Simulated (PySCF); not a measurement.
C₃H₅FO₂S.
Atom-mapped SMILES: `[O:1]=[S:2]1(=[O:3])[CH2:4][CH2:5][C@@H:6]1[F:7]` (hydrogens: H8, H9 on C4; H10, H11 on C5; H12 on C6)

The geometry is computed with GFN2-xTB (gas phase).

Task: List the bond lengths, angles and torsions at this level.

Result: 
| bond | length (bohr) | order |
| --- | --- | --- |
| O1=S2 | 2.699 | double |
| S2=O3 | 2.707 | double |
| S2–C4 | 3.473 | single |
| C4–C5 | 2.885 | single |
| C5–C6 | 2.887 | single |
| C6–F7 | 2.556 | single |
| S2–C6 | 3.529 | single |
| C4–H8 | 2.047 | single |
| C4–H9 | 2.048 | single |
| C5–H10 | 2.059 | single |
| C5–H11 | 2.060 | single |
| C6–H12 | 2.062 | single |

Orders are formal, as drawn. A selection of angles:
| angle | degrees |
| --- | --- |
| O1–S2–O3 | 118.7 |
| O1–S2–C4 | 113.0 |
| O1–S2–C6 | 113.9 |
| O3–S2–C4 | 113.4 |
| O3–S2–C6 | 112.9 |
| C4–S2–C6 | 78.3 |
| S2–C4–C5 | 89.4 |
| S2–C4–H8 | 115.7 |
| S2–C4–H9 | 109.1 |
| C5–C4–H8 | 115.8 |
| C5–C4–H9 | 114.0 |
| H8–C4–H9 | 111.2 |
| C4–C5–C6 | 99.9 |
| C4–C5–H10 | 114.3 |
| C4–C5–H11 | 110.9 |
| C6–C5–H10 | 113.8 |
| C6–C5–H11 | 108.5 |
| H10–C5–H11 | 109.0 |
| C5–C6–F7 | 114.7 |
| C5–C6–H12 | 116.2 |
| F7–C6–H12 | 108.6 |
| S2–C6–C5 | 88.2 |
| S2–C6–F7 | 117.5 |
| S2–C6–H12 | 110.7 |

Dihedral angles: O1–S2–C4–C5 -97° (anticlinal); S2–C4–C5–C6 -17° (synperiplanar); C4–C5–C6–F7 136° (anticlinal); O1–S2–C6–C5 96° (anticlinal).

The 2 C–S bonds span 1.838 Å (S2–C4, drawn single) to 1.868 Å (S2–C6, drawn single), a spread of 0.030 Å. The 4-membered ring S2–C4–C5–C6 has internal angles of 78.3° to 99.9°; it is puckered, 0.11 Å rms from its mean plane, widest ring torsion 17°. S2 (sulfonyl sulfur) has angles from 78.3° to 118.7°.

Point group: C1 (no symmetry element, even within 0.4 Å). No frequency check. One conformer, not necessarily the lowest.
